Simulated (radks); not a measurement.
Values are calculated unless marked as measured or tabulated.
Valence configurations of Yb IV (all share [Xe]). Level of theory: Dirac Kohn-Sham, LDA (Slater exchange, Perdew-Wang correlation), spin-unpolarised, spherical densities, finite nucleus; open shells are shared between the two j in proportion to 2j + 1; Fermi nuclear charge, rms radius 5.3108 fm (a radial shooting solver on a logarithmic mesh with Libxc functionals). Energies are relative to 4f13; eigenvalues in eV.

| valence | E (eV) | e(4f5/2) | e(4f7/2) | e(5d3/2) | e(5d5/2) | e(6p1/2) |
|---|---|---|---|---|---|---|
| 4f13 | 0.000 | -37.081 | -35.680 | - | - | - |
| 4f12 6s1 | 15.843 | -48.003 | -46.525 | - | - | - |
| 4f12.5 6p0.5 | 10.099 | -43.058 | -41.618 | - | - | -20.623 |
| 4f12 5d1 | 13.720 | -44.727 | -43.252 | -27.695 | -27.041 | - |
| 4f12 5d0.5 6p0.5 | 17.959 | -47.009 | -45.533 | -29.377 | -28.695 | -21.013 |
| 4f11 6p2 | 55.181 | -62.553 | -60.996 | - | - | -24.329 |
| 4f12.5 5d0.5 | 6.162 | -40.810 | -39.373 | -26.675 | -26.059 | - |
| 4f11.5 5d1 6p0.5 | 27.328 | -51.129 | -49.615 | -30.391 | -29.666 | -21.372 |
| 4f11 5d2 | 33.420 | -53.056 | -51.506 | -29.678 | -28.940 | - |
| 4f12 6p1 | 22.498 | -49.306 | -47.827 | - | - | -21.975 |

NIST lists [Xe] 4f13 as the ground configuration; this level of theory agrees among the configurations tried. The energies are those of spherical spin-averaged densities, not of single terms.
